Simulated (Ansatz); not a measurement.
Frontier orbitals of C2H6FInS, SMILES `C[S][In]([CH3])[F]`.

Z-matrix (Å, degrees):
```
C
S 1 1.822
H 1 1.089 2 111.9
H 1 1.090 2 106.2 3 118.1
H 1 1.089 2 112.0 3 -123.9
In 2 2.365 1 101.9 3 62.5
F 6 1.961 2 109.2 1 -179.9
C 6 2.132 2 135.2 1 0.2
H 8 1.089 6 108.5 2 -176.2
H 8 1.090 6 110.0 2 -55.9
H 8 1.090 6 109.7 2 63.9
```

Total charge 0; spin multiplicity 1. Correlated methods include outer-core shells of In, which these sets cover unevenly. In takes the def2 core potential. The structure was optimised at the PBE0-D4/def2-TZVP level. It is one conformer, not always the lowest. Basis def2-TZVPP, Ansatz 0.2.0.

```tsv
functional	HOMO (eV)	LUMO (eV)	gap (eV)
PBE	-5.90	-1.97	3.93
revPBE	-5.84	-1.85	3.99
PBE0	-7.09	-1.12	5.97
BHLYP	-8.16	-0.44	7.72
CAM-B3LYP	-8.41	-0.27	8.14
ωB97X-V	-9.42	0.69	10.11
ωB97M-V	-9.28	0.38	9.66
```

From PBE to PBE0 the HOMO moves by −1.19 eV and the LUMO by +0.85 eV, and with ωB97M-V by −3.38 and +2.35 eV, so the gap grows from 3.93 to 9.66 eV with exact exchange. A positive LUMO is unbound and depends on the basis.
